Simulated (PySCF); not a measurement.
Compound: C5H11OSi (doublet state).
Structure used (GFN2-xTB), in Å, numbered top down from 1:
```
atom  x, y, z in Å
C1    -0.7587   -2.4356    0.4283
C2    -0.7018   -1.0745    0.2622
C3    -1.6864   -0.3768   -0.4200
C4    -1.6855    1.0894   -0.6374
C5     0.4789   -0.3186    0.8289
O6     1.2022    0.2922   -0.2025
Si7    2.4853    1.2700   -0.1277
H8     0.0094   -2.9737    0.9517
H9    -1.5838   -3.0052    0.0405
H10   -2.4988   -0.9454   -0.8475
H11   -2.6423    1.4265   -1.0279
H12   -0.9028    1.3679   -1.3466
H13   -1.4695    1.6251    0.2882
H14    0.1306    0.4479    1.5352
H15    1.1325   -1.0059    1.3783
H16    2.6216    1.5770   -1.5414
H17    3.6533    0.5949    0.4467
H18    2.2071    2.4513    0.6995
```

The hyperfine couplings belong to this conformer and change with its torsions.

Identity: `C=C([CH]C)CO[SiH3]` [radical].

Level of theory: PySCF, UKS B3LYP, pcH-1 on C H O Si, non-relativistic, mean-field spin-orbit, GIAO. The structure is a single GFN2-xTB conformer in the gas phase; no vibrational or solvent corrections. GFN2-xTB frequencies show an imaginary mode (41i cm⁻¹), so this geometry is no minimum at that level. A GFN2-xTB geometry isn't a minimum of the functional, and hyperfine couplings can be far from their values at a DFT geometry. No stability test was run, so a lower SCF solution isn't excluded. ⟨S²⟩ is 0.777 where a pure state has 0.75.

Largest spin populations (Mulliken): C3 (+0.69), C1 (+0.65) and C2 (-0.26). The positive populations add up to 1.41 and the negative ones to -0.41, together 2S = 1. The angles at C3 add up to 360.0°, so it is planar; its axial dipolar tensor and the negative coupling of its proton fit spin in a p orbital normal to that plane.

(1) Test a(H) = Q·ρ(C) for the protons on planar carbons with a spin population beyond ±0.08.

(2) How do the β-proton couplings of this frozen conformer go with θ, the angle between the C–H bond and the normal to the plane of the spin centre's three neighbours, both seen down the bond from centre to carbon?

(3) What would the freely rotating methyl group on C4 show?

## Answers

(1) 
| H | C | ρ(C) | a(H) (G) | a/ρ (G) |
| --- | --- | --- | --- | --- |
| H8 | C1 | +0.645 | -14.16 | -21.9 |
| H9 | C1 | +0.645 | -13.37 | -20.7 |
| H10 | C3 | +0.689 | -15.25 | -22.1 |

A least-squares line through the origin gives Q = -21.6 G with Mulliken populations.

(2) 
```
β H  on  centre  θ (°)  cos²θ   a (G)
H11  C4      C3     78   0.04   +2.16
H12  C4      C3     19   0.90  +34.91
H13  C4      C3     43   0.53  +21.47
```

Fitting the Heller–McConnell form a = ρ(B0 + B2 cos²θ), with Mulliken ρ = 0.69, gives B0 = 1.1 G and B2 = 55.6 G, with a largest miss of 0.4 G. By this fit the coupling would be 39.1 G at θ = 0° and 0.8 G at 90°.

(3) Three equal couplings, a 1:3:3:1 quartet. The mean of the three values of this geometry estimates the splitting: 19.5 G, or 54.7 MHz (three bonds 120° apart have a mean cos²θ of 1/2 at any torsion).

Couplings in gauss use g_iso = 2.0026.
